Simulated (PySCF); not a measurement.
F$_{3}$La (SMILES [F][La]([F])[F]), singlet, geometry from GFN2-xTB (such geometries of metal compounds can be far from the true shape) (core potentials on La).

PySCF was given this input:
```python
from pyscf import gto, scf, dft

mol = gto.Mole()
mol.atom = '''
    La    0.03101627   -0.05651823   -0.13480663
    F    -1.70864996   -0.89419144    0.33144867
    F    -0.05107305    1.90142145   -0.45924858
    F     1.56328666   -0.64928125    0.98157523
'''
mol.basis = 'def2-sv(p)'
mol.ecp = {'La': 'def2-sv(p)'}
mol.verbose = 3
mol.build()

mf = dft.RKS(mol)
mf.xc = 'x3lyp'
mf.kernel()
mf.analyze()
```

Q: Predict the total energy from X3LYP/def2-SV(P) run with PySCF.

A: -330.9511 Eh

Q: Predict the dipole moment from X3LYP/def2-SV(P).

A: 3.60 D

Q: Predict the HOMO-LUMO gap from X3LYP/def2-SV(P).

A: 7.19 eV

Q: What HOMO energy does X3LYP/def2-SV(P) give?

A: -9.26 eV

Q: Give the number of basis functions at the level X3LYP/def2-SV(P).

A: 67

Q: Estimate the nuclear repulsion energy that X3LYP/def2-SV(P) returns for this input.

A: 117.5673 Eh
